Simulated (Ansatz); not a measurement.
Ansatz (a quantum-chemistry and plane-wave program) input (CCSD(T)/def2-SVPD):

Ansatz 0.2 input:
```yaml
crystal:
  periodic: [false, false, false]
  atoms:
    - {symbol: Si, position_ang: [0.00296417, -0.00425740, 0.93626949]}
    - {symbol: Br, position_ang: [1.06311508, -1.61260081, -0.19795821]}
    - {symbol: Br, position_ang: [-1.06430074, 1.61430377, -0.17654958]}
basis:
  gaussian:
    orbitals: def2-SVPD
magnetization: {spin_polarized: true, initial_magnetization: 2}
correlation: {method: ccsd_t, electrons: outside_noble_gas}
output: {forces: true}
```

Output:

```
Functional definition: HF
integrals: 0.24 GiB planned
1016 factors; integrals over basis functions are off by at most 7.4e-4 eV
mean field: 0.86 GiB planned
mean field evaluation 1: about -147839.7809 eV, gradient 1.0e1 eV
mean field evaluation 2: about -147839.7851 eV, gradient 1.0e1 eV
mean field evaluation 4: about -147841.0419 eV, gradient 2.2e0 eV
mean field evaluation 8: about -147841.1656 eV, gradient 2.2e-1 eV
mean field evaluation 16: about -147840.7818 eV, gradient 5.3e0 eV
mean field evaluation 32: about -147838.1968 eV, gradient 2.8e-1 eV
mean field evaluation 64: about -147837.8017 eV, gradient 6.9e0 eV
mean field evaluation 96: about -147837.3236 eV, gradient 5.0e-1 eV
mean field -147841.16761492 eV, -5433.0626995056 hartree, gradient 2.8e-6 eV, S^2 2.009800; 1 other end points of the search recorded, 0 dependent functions left out
determinant -147841.16761492 eV, -5433.0626995056 hartree, with singles and doubles -147850.29145988 eV, -5433.3979946236 hartree
determinant -147838.20113266 eV, -5432.9536832935 hartree, with singles and doubles -147847.72909339 eV, -5433.3038293919 hartree
33 core orbitals not correlated
reference -147841.16761492 eV, -5433.0626995056 hartree; 10, 8 occupied and 63, 65 virtual orbitals, 1016 factors
densities: 0.69 GiB planned
second order -8.34065317 eV of doubles, -0.00000000 eV of singles
coupled cluster: 0.49 GiB planned
cycle   1  -9.12067745 eV  change   -2.8e-1 eV  update   2.2e-2
cycle   2  -9.13886482 eV  change   -1.8e-2 eV  update   6.4e-3
cycle   3  -9.14184190 eV  change   -3.0e-3 eV  update   2.7e-3
cycle   4  -9.14297992 eV  change   -1.1e-3 eV  update   1.1e-3
cycle   5  -9.14343456 eV  change   -4.5e-4 eV  update   5.6e-4
cycle   6  -9.14376147 eV  change   -3.3e-4 eV  update   2.6e-4
cycle   7  -9.14377936 eV  change   -1.8e-5 eV  update   9.9e-5
cycle   8  -9.14376563 eV  change    1.4e-5 eV  update   4.3e-5
cycle   9  -9.14375933 eV  change    6.3e-6 eV  update   1.6e-5
cycle  10  -9.14375700 eV  change    2.3e-6 eV  update   6.0e-6
cycle  11  -9.14375699 eV  change    1.1e-8 eV  update   2.3e-6
cycle  12  -9.14375638 eV  change    6.0e-7 eV  update   9.3e-7
perturbative correction -0.31794866 eV, -0.0116843976 hartree
the calculation of the forces begins
Total energy: -147850.62931996 eV, -5433.4104107525 hartree
Atom 0 at     0.002964    -0.004257     0.936269 Å, force     0.000580    -0.000833     0.183115 eV/Å
Atom 1 at     1.063115    -1.612601    -0.197958 Å, force     0.074598    -0.113174    -0.092311 eV/Å
Atom 2 at    -1.064301     1.614304    -0.176550 Å, force    -0.075177     0.114007    -0.090804 eV/Å
Dipole moment:     0.000394    -0.000566     0.124531 e Å
```

This is an excited triplet: at this geometry the singlet lies 1.89 eV lower at RI-MP2/CBS(def2-TZVPPD,def2-QZVPPD)+[CCSD(T)-MP2]/def2-TZVPPD.
